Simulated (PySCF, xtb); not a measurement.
C2H5BF2O, SMILES FB(OC)CF. Other conformers were not sampled.

Harmonic wavenumbers (cm⁻¹) from GFN2-xTB in xtb at its own minimum, in rising order: 19, 86, 144, 170, 234, 370, 434, 538, 739, 820, 994, 1050, 1125, 1140, 1192, 1212, 1281, 1347, 1415, 1429, 1458, 1463, 2936, 2956, 2985, 2990, 2991.

Q: What does PBE-D3(BJ)/def2-SVP (PySCF 2.14.0) give at its own minimum? (The exact figures need the calculation; the answer reports its results.)

A: 44, 74, 139, 158, 251, 383, 451, 555, 751, 853, 1014, 1078, 1142, 1145, 1200, 1241, 1347, 1375, 1396, 1423, 1425, 1483, 2933, 2966, 2974, 3059, 3067. Paired by order, the mean absolute difference is 23 cm⁻¹ and the zero-point energies are 47.9 and 48.5 kcal/mol.
